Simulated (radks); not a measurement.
K+, configuration [He] 2s2 2p5 3s2 3p6 3d1 (not the ground configuration). Method: scalar-relativistic Kohn-Sham, HCTH/407, spin-polarised, spherical densities, finite nucleus; open shells are filled with parallel spins first; Fermi nuclear charge, rms radius 3.4349 fm; computed with a radial shooting solver on a logarithmic mesh with Libxc functionals. Some entries of the table are withheld. Estimate them.

orbital  occ.  eigenvalue (eV)  <r^2> (bohr^2)
1s up       1        -3577.976        0.008845
1s down     1        -3575.250        0.008829
2s up       1        -392.9484          0.1703
2s down     1        -387.6856          0.1712
2p up       3        -323.5437          0.1423
2p down     2        -317.3396          0.1437
3s up       1              (1)             (2)
3s down     1              (3)             (4)
3p up       3              (5)           2.010
3p down     3              (6)           2.077
3d up       1          -6.3147           5.738

Answer. 
(1) 3s up eigenvalue (eV): -48.2702
(2) 3s up <r^2> (bohr^2): 1.655
(3) 3s down eigenvalue (eV): -47.0954
(4) 3s down <r^2> (bohr^2): 1.675
(5) 3p up eigenvalue (eV): -30.9297
(6) 3p down eigenvalue (eV): -29.7646
